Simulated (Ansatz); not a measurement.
Hexafluoro-1,3-butadiene (`FC(F)=C(F)C(F)=C(F)F`), relaxed with RKS PBE0-D4/def2-TZVP in Ansatz from a PBE-D4/def2-SVP geometry. The force threshold is 0.005 eV/Å; the program also tests the step.

Charge 0, multiplicity 1.

Start:

```xyz
10

F    -0.922    2.486    1.448
C    -0.474    1.249    1.324
F    -0.283    0.657    2.488
C    -0.245    0.675    0.114
F    -0.492    1.416   -0.983
C     0.247   -0.674   -0.114
F     0.499   -1.413    0.983
C     0.472   -1.250   -1.324
F     0.275   -0.660   -2.488
F     0.922   -2.486   -1.447
```

| step | energy (eV) | largest force (eV/Å) | largest move (Å) |
| --- | --- | --- | --- |
| 1 | -20435.1415 | 0.798 | 0.000 |
| 2 | -20435.2098 | 0.231 | 0.025 |
| 3 | -20435.2164 | 0.017 | 0.009 |
| 4 | -20435.2165 | 0.016 | 0.004 |
| 5 | -20435.2165 | 0.008 | 0.004 |
| 6 | -20435.2165 | 0.002 | 0.005 |
| 7 | -20435.2165 | 0.009 | 0.010 |
| 8 | -20435.2165 | 0.013 | 0.011 |
| 9 | -20435.2166 | 0.021 | 0.015 |
| 10 | -20435.2167 | 0.029 | 0.019 |
| 11 | -20435.2169 | 0.038 | 0.023 |
| 12 | -20435.2171 | 0.040 | 0.022 |
| 13 | -20435.2174 | 0.043 | 0.022 |
| 14 (rejected) | -20435.2104 | 0.479 | 0.195 |
| 15 (rejected) | -20435.2171 | 0.052 | 0.071 |
| 16 | -20435.2180 | 0.011 | 0.035 |
| 17 | -20435.2195 | 0.084 | 0.098 |
| 18 (rejected) | -20435.2184 | 0.270 | 0.094 |
| 19 (rejected) | -20435.2171 | 0.175 | 0.041 |
| 20 | -20435.2202 | 0.016 | 0.019 |
| 21 | -20435.2214 | 0.014 | 0.053 |
| 22 | -20435.2222 | 0.154 | 0.112 |
| 23 | -20435.2230 | 0.041 | 0.019 |
| 24 | -20435.2235 | 0.012 | 0.030 |
| 25 | -20435.2239 | 0.040 | 0.068 |
| 26 (rejected) | -20435.2237 | 0.045 | 0.035 |
| 27 | -20435.2241 | 0.014 | 0.017 |
| 28 | -20435.2241 | 0.014 | 0.018 |
| 29 | -20435.2241 | 0.004 | 0.006 |

End:

```xyz
10

F    -0.926    2.434    1.447
C    -0.586    1.190    1.254
F    -0.772    0.454    2.317
C    -0.091    0.729    0.109
F     0.001    1.575   -0.923
C     0.399   -0.618   -0.104
F     0.981   -1.220    0.939
C     0.346   -1.276   -1.259
F    -0.237   -0.819   -2.333
F     0.885   -2.449   -1.448
```

Run time 80 s (2 threads of an AMD EPYC 7R13 on a shared host and a share of an NVIDIA H100 80 GB); peak host memory 0.93 GiB.
